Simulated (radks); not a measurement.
Correlation energies from several functionals, in hartree. Species: Hg [Hg]; Sn4+ [Kr] 4d10. All-electron calculation, non-relativistic Kohn-Sham, PBE, spin-polarised, spherical densities, point nucleus. Program: a radial shooting solver on a logarithmic mesh with Libxc functionals. Every spin shell is full or empty, so the densities are truly spherical. Functionals are evaluated on that one density, not self-consistently.

functional       Hg     Sn4+
PW92        -8.3220  -4.5805
PZ          -8.3288  -4.5787
PBE         -4.9026  -2.5474
PBEsol      -5.4878  -2.8763
P86         -5.5101  -2.8795
PW91        -5.2576  -2.7555
AM05        -7.8407  -4.2724
OP (B88)    -4.2556  -2.3539
TPSS        -4.9011  -2.5493
revTPSS     -4.9440  -2.5757
SCAN        -4.9442  -2.5180
r2SCAN      -4.9599  -2.5316
B95         -6.0735  -3.1235
